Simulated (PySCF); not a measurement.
SMILES [CH3][Zn][C](C)(C)C, singlet, GFN2-xTB optimised geometry.

```
18

Zn     0.64     0.07     0.00
C      2.71     0.07     0.00
H      3.10     0.99    -0.42
H      3.11    -0.76    -0.59
H      3.11    -0.03     1.01
C     -1.44     0.11     0.00
C     -2.01    -1.31     0.00
C     -1.96     0.84     1.24
C     -1.95     0.84    -1.25
H     -3.11    -1.28     0.00
H     -1.70    -1.86     0.89
H     -1.70    -1.87    -0.88
H     -1.64     0.34     2.15
H     -1.60     1.87     1.27
H     -3.05     0.87     1.24
H     -1.59     1.86    -1.28
H     -1.63     0.33    -2.16
H     -3.05     0.86    -1.25
```

Density from PySCF with CAM-B3LYP/def2-SVP at that geometry.

Minimum of the electron density along straight lines between bonded atoms, close to the bond critical point (lines longer than 1.1 times the sum of covalent radii, or with two minima, are not listed):

| bond | length / Å | ρ at the minimum / e bohr⁻³ | ∇²ρ there / e bohr⁻⁵ | position (fraction from the first atom) |
|---|---|---|---|---|
| Zn1–C2 | 2.070 | 0.089 | 0.19 | 0.47 |
| C2–H3 | 1.086 | 0.271 | -0.97 | 0.63 |
| C2–H4 | 1.086 | 0.271 | -0.98 | 0.63 |
| C2–H5 | 1.086 | 0.271 | -0.97 | 0.63 |
| Zn1–C6 | 2.083 | 0.091 | 0.17 | 0.47 |
| C6–C7 | 1.530 | 0.243 | -0.55 | 0.49 |
| C6–C8 | 1.531 | 0.243 | -0.55 | 0.49 |
| C6–C9 | 1.531 | 0.243 | -0.55 | 0.49 |
| C7–H10 | 1.094 | 0.273 | -0.99 | 0.62 |
| C7–H11 | 1.090 | 0.275 | -1.01 | 0.62 |
| C7–H12 | 1.090 | 0.275 | -1.01 | 0.62 |
| C8–H13 | 1.090 | 0.275 | -1.01 | 0.62 |
| C8–H14 | 1.090 | 0.275 | -1.01 | 0.62 |
| C8–H15 | 1.094 | 0.273 | -0.99 | 0.62 |
| C9–H16 | 1.090 | 0.275 | -1.01 | 0.62 |
| C9–H17 | 1.090 | 0.275 | -1.01 | 0.62 |
| C9–H18 | 1.094 | 0.273 | -0.99 | 0.62 |
